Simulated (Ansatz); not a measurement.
Cost and result for the atomization energy of CH₅BF₂OSi, SMILES `BOC[SiH](F)F` (11 atoms, 10 bonds).

```xyz
11

B     0.737   -0.343   -1.943
O     0.392    0.522   -0.976
C    -0.684    0.271   -0.080
Si   -0.012    0.121    1.659
F    -1.218   -0.257    2.620
F     0.562    1.517    2.142
H     0.116   -1.363   -2.087
H     1.669   -0.039   -2.626
H    -1.223   -0.643   -0.360
H    -1.391    1.105   -0.141
H     1.052   -0.892    1.792
```

Total charge 0; spin multiplicity 1. The geometry is a stationary point of PBE0-D4/def2-TZVP. It is one conformer, not always the lowest. Program: Ansatz. All runs use 4 threads of an Intel Xeon Platinum 8488C on a shared host. Times are those of one run each, without the atoms' runs, and a repeat can differ threefold. Electronic energies, without spin–orbit coupling; frozen cores. CCSD(T)/CBS adds CCSD(T) − MP2 in def2-TZVPP to the MP2 limit, and its time is that of the two runs behind it. T1 = 0.013. B3LYP takes the VWN-RPA correlation (the form of Gaussian; ORCA's B3LYP/G).

CCSD(T)/CBS is a level of theory with its own doubt, some kJ/mol a heavy atom from the limit and from the frozen cores, so smaller differences don't rank the functionals.

| level | functions | wall time | atomization (kJ/mol) | difference from CCSD(T)/CBS | per bond |
| --- | --- | --- | --- | --- | --- |
| PBE-D4/def2-TZVPP (with forces) | 267 | 1.8 s | 4433.4 | 53.4 | 5.3 |
| PBE0-D4/def2-TZVPP | 267 | 2.3 s | 4347.8 | -32.2 | -3.2 |
| r2SCAN-D4/def2-TZVPP (with forces) | 267 | 3 s | 4387.6 | 7.6 | 0.8 |
| B3LYP-D4/def2-TZVPP (with forces) | 267 | 3.6 s | 4365.6 | -14.4 | -1.4 |
| B2PLYP/def2-TZVPP | 267 | 4 s | 4337.8 | -42.2 | -4.2 |
| ωB97X-V/def2-TZVPP | 267 | 5.5 s | 4383.8 | 3.8 | 0.4 |
| ωB97M-V/def2-TZVPP (with forces) | 267 | 7.5 s | 4387.9 | 7.9 | 0.8 |
| MP2/def2-QZVPP | 505 | 20 s | 4451.4 | 71.4 | 7.1 |
| CCSD(T)/def2-TZVPP | 267 | 2.3 min | 4265.8 | -114.2 | -11.4 |
| CCSD(T)/CBS(def2) | – | 2.6 min | 4380.0 | 0.0 | 0.0 |

The D4 term adds +33.4 kJ/mol with B3LYP and +17.6 kJ/mol with PBE0; it sums over pairs of atoms, weighted by their polarisabilities, and B3LYP, whose exchange is more repulsive, gets the larger term. From PBE to PBE0 (25 % exact exchange), in def2-TZVPP and without D4, the atomization energy moves by −82.3 kJ/mol: exact exchange takes away binding that semilocal exchange gives to molecules. In def2-TZVPP, CCSD(T) changes the Hartree–Fock value by +978.1 kJ/mol (the triples alone add +58.9 kJ/mol) and MP2 by +1094.3 kJ/mol; breaking electron pairs costs correlation energy, which Hartree–Fock lacks.
